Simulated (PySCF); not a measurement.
# Broadened absorption spectrum of C5H10OSi

Species: C₅H₁₀OSi.
Cartesian coordinates in Å at the PBE0-D3(BJ)/def2-SVP level; atoms count from 1:
```xyz
17
C5H10OSi angstrom
Si     3.1264    0.5088   -0.5641
O      1.5523    0.0156   -0.2800
C      1.1747   -1.0167    0.5178
C     -0.0650   -1.1344    1.0050
C     -1.1565   -0.1740    0.7732
C     -2.1757    0.0867    1.8551
C     -2.5764   -0.6625    0.6264
H      3.0487    1.5132   -1.6559
H      3.9602   -0.6619   -0.9764
H      3.7265    1.1176    0.6613
H      1.9418   -1.7732    0.7290
H     -0.2769   -2.0168    1.6169
H     -0.8720    0.6826    0.1566
H     -2.0727   -0.4717    2.7899
H     -2.5308    1.1125    1.9840
H     -2.7506   -1.7389    0.7114
H     -3.2126   -0.1630   -0.1089
```

The calculation used PySCF, TDDFT B3LYP/def2-SVPD, vertical, gas phase, core orbitals frozen in the response.

Broadening: Gaussians 0.4 eV wide at half height, area fixed by f = 4.319×10⁻⁹ ∫ε dν̃. The width is an assumption, not a result. The curve ends short of the highest state used, and states not computed would add to its high-energy end.

| λ (nm) | ε (L mol⁻¹ cm⁻¹) |
| --- | --- |
| 183.2 | 4273 |
| 185.0 | 2816 |
| 186.7 | 2226 |
| 188.4 | 2315 |
| 190.2 | 3036 |
| 191.9 | 4272 |
| 193.7 | 6224 |
| 195.4 | 8759 |
| 197.1 | 11973 |
| 198.9 | 15946 |
| 200.6 | 19877 |
| 202.3 | 23481 |
| 204.1 | 26354 |
| 205.8 | 27721 |
| 207.6 | 27489 |
| 209.3 | 25726 |
| 211.0 | 22762 |
| 212.8 | 18819 |
| 214.5 | 14862 |
| 216.2 | 11123 |
| 218.0 | 7727 |
| 219.7 | 5197 |
| 221.5 | 3234 |
| 223.2 | 1966 |
| 224.9 | 1142 |
| 226.7 | 613 |
| 228.4 | 329 |
| 230.1 | 173 |
| 231.9 | 90 |
| 233.6 | 56 |
| 235.4 | 43 |
| 237.1 | 43 |
| 238.8 | 47 |
| 240.6 | 54 |
| 242.3 | 59 |
| 244.0 | 63 |
| 245.8 | 64 |
| 247.5 | 63 |
| 249.3 | 58 |
| 251.0 | 52 |
| 252.7 | 45 |
| 254.5 | 38 |
| 256.2 | 30 |
| 257.9 | 24 |
| 259.7 | 18 |
| 261.4 | 13 |
| 263.2 | 9 |
| 264.9 | 6 |
| 266.6 | 4 |
| 268.4 | 3 |
| 270.1 | 2 |
| 271.8 | 1 |
| 273.6 | 1 |
| 275.3 | 0 |
| 277.1 | 0 |
| 278.8 | 0 |

(1) Where are the band maxima, and which computed states make them?

(2) On this curve, what absorbance would a 10⁻³ mol/L sample give at 266 nm over a 1 cm path?

(3) Coming from long wavelengths, where does ε first pass 100 L mol⁻¹ cm⁻¹?

## Answers

(1) 246 nm (5.05 eV), ε about 64, made up of S1 (100%); 206 nm (6.01 eV), ε about 28000, made up of S2 (13%), S3 (45%) and S4 (33%) (ε in L mol⁻¹ cm⁻¹; maxima over ε = 5, shares over 10%). At its high-energy end, 6.77 eV, the curve is still rising (ε about 4300, from S8 and S9). The states used: S1 5.05 eV (f 0.0009); S2 5.86 eV (f 0.076); S3 5.95 eV (f 0.194); S4 6.08 eV (f 0.147); S5 6.19 eV (f 0.073); S6 6.43 eV (f 0.028); S7 6.76 eV (f 0.0012); S8 6.95 eV (f 0.063); S9 7.08 eV (f 0.120); S10 7.37 eV (f 0.037).

(2) 266 nm is 4.661 eV, where ε is about 4.8 L mol⁻¹ cm⁻¹, so A = ε c l ≈ 0.0048 (Beer–Lambert, with the gas-phase spectrum and the assumed width).

(3) At about 232 nm (5.35 eV), 0.31 eV above S1.

All these states lie below the vertical ionisation energy of 8.10 eV (ΔSCF).

On an Arm Neoverse V1 with one thread, shared host with 32 logical CPUs at a one-minute load of 21, this took 1.7 min and 1.1 GiB of memory at its peak.

One conformer stands for the species.
